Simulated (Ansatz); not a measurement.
Reaction (ligand exchange at the Al–Br bond): `[CH3][Al]([Cl])[Br]` + HCl → `[CH3][Al]([Cl])[Cl]` + HBr

Computed with Ansatz on PBE0-D4/def2-TZVP structures; ΔE is electronic, products minus reactants. CCSD(T)/CBS is the MP2 limit (def2-TZVPP, def2-QZVPP) plus CCSD(T) − MP2 in def2-TZVPP, frozen cores. This one scheme is used for every species. Functionals use def2-TZVPP. For Br outer-core shells are correlated without core-valence functions, which leaves a few kJ/mol of doubt a bond. Scalar relativity is left out up to krypton.

`[CH3][Al]([Cl])[Br]`:

Z-matrix (Å, degrees):
```
C
Al 1 1.929
H 1 1.091 2 111.8
H 1 1.094 2 110.3 3 121.0
H 1 1.094 2 110.3 3 -121.0
Cl 2 2.091 1 121.0 3 179.9
Br 2 2.249 1 122.4 3 -0.1
```

HCl:

```xyz
2

Cl    0.319    0.428    0.351
H    -0.319   -0.428   -0.351
```

`[CH3][Al]([Cl])[Cl]`:

Cartesian coordinates in Å:
```
C 0.580 0.654 -0.429
Al -0.570 -0.630 0.435
Cl -1.087 -2.425 -0.503
Cl -1.363 -0.314 2.343
H 0.750 1.531 0.197
H 1.548 0.202 -0.666
H 0.142 0.982 -1.376
```

HBr:

Cartesian coordinates in Å:
```
Br -0.531 0.091 0.463
H 0.531 -0.091 -0.463
```

**Question.** Is it downhill or uphill in electronic energy at CCSD(T)/CBS, and by how much? (An estimate is asked.)

**Answer.** Computed: Nearly level: ΔE = +1.1 kJ/mol.

**Question.** What do these levels give: r2SCANh-D4, PBE0, HF/def2-SVP, MP2/def2-TZVPP, CCSD(T)/def2-TZVPP, HF/def2-QZVPP? (Best estimate.)

**Answer.** Computed: r2SCANh-D4 -1.1, PBE0 -0.1, HF/def2-SVP -6.3, MP2/def2-TZVPP 1.3, CCSD(T)/def2-TZVPP 0.0, HF/def2-QZVPP -1.2 kJ/mol.

Largest T1 diagnostic among the species: 0.008.

Leaving LDA and LC-ωPBE aside and taking each functional with its dispersion term where it has one, the values, not all of them listed here, spread over 6.9 kJ/mol, from B97M-V to PBE-QIDH. At CCSD(T), def2-SVP lies −6.2 kJ/mol from the extrapolated value and def2-TZVPP −1.1 kJ/mol.
